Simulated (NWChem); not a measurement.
System: C$_{5}$H$_{5}$ cation

Input file for NWChem:

```
start job
memory heap 200 mb stack 900 mb global 1100 mb
charge 1
geometry units angstroms noautosym nocenter noautoz
  C     -0.943313    -0.153380     0.376931
  C     -0.411032    -1.268071    -0.087091
  C      0.931325    -0.677201    -0.064775
  C      0.870889     0.701325    -0.073299
  C     -0.545305     1.198288    -0.026372
  H     -0.750407    -2.289080    -0.268892
  H      1.828749    -1.260013     0.170887
  H      1.705263     1.341276     0.233565
  H     -1.010912     1.454089    -0.993985
  H     -0.673879     2.020722     0.693136
end
basis spherical
  * library def2-svp
end
dft
  xc b3lyp
  iterations 150
  mulliken
end
task dft energy
esp
  recalculate
  probe 0.07
  range 0.3
  factor 1.0
  spacing 0.02
end
task esp
```

Coordinates come from a PBE0/def2-SVP optimisation.

Atomic charges in e: unrestrained fits to the electrostatic potential beside Mulliken populations; buried atoms are poorly determined by the fit.

Atoms are numbered as in the input.

Predict the main results of this run. (B3LYP/def2-SVP.) Quantities: ESP C1; Mulliken C1; ESP C2; Mulliken C2; ESP C3; Mulliken C3; ESP C4; Mulliken C4; ESP C5; Mulliken C5; relative RMS misfit of the potential (%).


```
Item                                      Result
----------------------------------------  ------
ESP C1                                      0.11
Mulliken C1                                 0.10
ESP C2                                      0.04
Mulliken C2                                 0.09
ESP C3                                      0.00
Mulliken C3                                 0.03
ESP C4                                     -0.08
Mulliken C4                                -0.01
ESP C5                                      0.11
Mulliken C5                                 0.10
relative RMS misfit of the potential (%)       3
```
